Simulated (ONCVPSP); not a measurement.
Transferability test, ONCV potential for silver (Ag)

ONCVPSP 4.0.1 input, shortened (lines: element, Z, core and valence counts, functional; n l f; lmax; l rc ep ncon nbas qcut; lloc lpopt rc5 dvloc0; l nproj debl; icmod fcfact rcfact), PBE, scalar-relativistic:

```
  Ag 47.00    6    4        4      upf
    1    0    2.00
    2    0    2.00
    2    1    6.00
    3    0    2.00
    3    1    6.00
    3    2   10.00
    4    0    2.00
    4    1    6.00
    4    2   10.00
    5    0    0.50
    2
    0    1.70    0.00    4    9    9.30
    1    1.15    0.00    3    6    8.20
    2    1.45    0.00    4    8    8.80
    4    3    0.75   -1.00
    0    2    1.00
    1    2    1.90
    2    2    2.70
    3    6.00    1.15
```

In the p channel the program set the typed energies aside and used -2.297, 0.250 Ha.

Energies are relative to the spin-unpolarised reference configuration 4s2 4p6 4d10 5s0.5; without spin polarisation the order of configurations can differ from experiment.

Question: Give the all-electron excitation energy and the error of the potential for: 4s2 4p6 4d10 5s1; 4s2 4p6 4d10 5s0; 4s2 4p6 4d9 5s0; 4s1 4p6 4d10 5s1.

Answer:

| valence configuration | charge | ΔE all-electron (eV) | error AE − PS (meV) |
| --- | --- | --- | --- |
| 4s2 4p6 4d10 5s1 | 0 | -3.017 | +0.5 |
| 4s2 4p6 4d10 5s0 | +1 | 4.741 | -1.0 |
| 4s2 4p6 4d9 5s0 | +2 | 26.854 | -2.6 |
| 4s1 4p6 4d10 5s1 | +1 | 99.036 | -305 |

Levels in the configuration 4s2 4p6 4d10 5s0:

| level | all-electron (eV) | pseudo (eV) |
| --- | --- | --- |
| 4s | -103.277 | -103.288 |
| 4p | -66.824 | -66.827 |
| 4d | -15.639 | -15.638 |

Note: no bound ghost flagged; GHOST(+) flagged for s at 86.4 eV.
